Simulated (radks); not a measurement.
Task: Spherical quantum dot in the effective-mass picture: electrons in a hard-walled sphere of radius 4.03, all in effective atomic units (hartree* = m*/eps^2 hartree, bohr* = eps/m* bohr), one dielectric constant everywhere. Calculated with a radial shooting solver with Libxc functionals: non-relativistic Kohn-Sham, PBEsol, spin-polarised, spherical densities. Levels are named by radial order and angular momentum (1s, 1p, 1d, 2s, ...), and open shells are averaged over m. Results are scaled to m* = 0.217 and eps = 16.5, for which hartree* = 21.69 meV and bohr* = 4.024 nm. At N = 7 the configuration is 1s2 1p(up 3, down 2). Does electron 8 go into 1d down or 1d up or 1p down?

Result: Into 1p down. The total energies of the other choices lie higher by 6.54 meV (1d up), 7.01 meV (1d down).
